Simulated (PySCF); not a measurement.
# Orbital energies, ionisation energy and electron affinity

Compound: Zr(SMe)F3, CH3F3SZr (singlet state).
Cartesian coordinates in Å at the PBE0-D3(BJ)/def2-SVP level; atoms count from 1:
```
atom  x, y, z in Å
Zr1   -0.2247    0.7204   -1.3926
S2    -0.6648    0.8798    0.9833
C3     0.1949   -0.6684    1.4696
H4    -0.3677   -1.5533    1.1420
H5     0.2485   -0.6721    2.5664
H6     1.2229   -0.7079    1.0800
F7     1.6593    0.6975   -1.6397
F8    -1.0587    2.1949   -2.2417
F9    -0.8769   -0.9603   -1.9929
```

Level: wB97X-D/def2-SVPD (PySCF). Frontier orbitals with their largest atomic shares (Löwdin; up to four atoms above 4 %):

| orbital | ε (eV) | main atoms |
| --- | --- | --- |
| HOMO−3 | -14.07 | F7 49 %, F9 46 % |
| HOMO−2 | -12.73 | S2 49 %, C3 31 %, Zr1 6 %, H5 5 % |
| HOMO−1 | -10.33 | S2 65 %, Zr1 15 %, C3 12 % |
| HOMO | -9.45 | ? |
| LUMO | -0.15 | Zr1 64 %, S2 11 %, F8 10 %, C3 7 % |
| LUMO+1 | 0.23 | Zr1 69 %, S2 13 %, F9 6 %, F7 6 % |
| LUMO+2 | 0.90 | Zr1 65 %, S2 13 %, F7 8 %, F9 8 % |

**Question.** What vertical ionisation energy does ΔSCF give, and how far is −ε(HOMO) from it?

**Answer.** ΔSCF: 9.79 eV (944 kJ/mol; threshold wavelength 127 nm); ⟨S²⟩ of the doublet left behind is 0.754, against 0.75 for a pure doublet. −ε(HOMO) is 9.45 eV, 0.34 eV below it. For the exact functional −ε(HOMO) would equal the first vertical ionisation energy; wB97X-D (range-separated hybrid) falls short of its own ΔSCF value by 3 %.

**Question.** On which atoms does the HOMO lie?

**Answer.** S2 (sulfur bonded to C and Zr) 71 %, C3 (carbon bonded to S and 3 H) 11 %, Zr1 (zirconium bonded to 3 F and S) 10 %, so more than half of it is on one atom. The HOMO−1 lies 0.88 eV lower.

**Question.** And the vertical electron affinity, the fundamental gap, Mulliken's electronegativity and the hardness (with the factor ½)?

**Answer.** EA = -0.08 eV by ΔSCF (−ε(LUMO) = 0.15 eV); a negative value means that the added electron isn't bound at this geometry and level, and the number then depends on the basis. IE − EA = 9.87 eV against an orbital gap of 9.30 eV; (IE + EA)/2 = 4.85 eV; (IE − EA)/2 = 4.93 eV.

**Question.** With α = 70.6 au, estimate the like-pair dispersion coefficient by London's formula C6 = (3/4)α²I.

**Answer.** I = 0.3596 Eh, so C6 ≈ 1350 au, a rough estimate.

**Question.** Shift the occupied levels rigidly so that −ε(HOMO) equals the ΔSCF value. What binding energies result?

**Answer.** The shift is +0.34 eV: HOMO 9.79, HOMO−1 10.67, HOMO−2 13.07, HOMO−3 14.41 eV. A rigid shift is only a rough guide to the deeper ionisations.

**Question.** The lowest singlet excitation (vertical TDDFT, same level) lies at 4.34 eV. How far is it below IE − EA?

**Answer.** IE − EA = 9.87 eV, so by 5.53 eV.

Geometry: PBE0-D3(BJ)/def2-SVP; no solvent, vibrations or thermal averaging. Atoms past krypton carry effective core potentials; spin–orbit coupling is left out.

The pairwise dispersion term of wB97X-D wasn't added to the energies; at a given geometry it leaves orbitals and properties as they are.
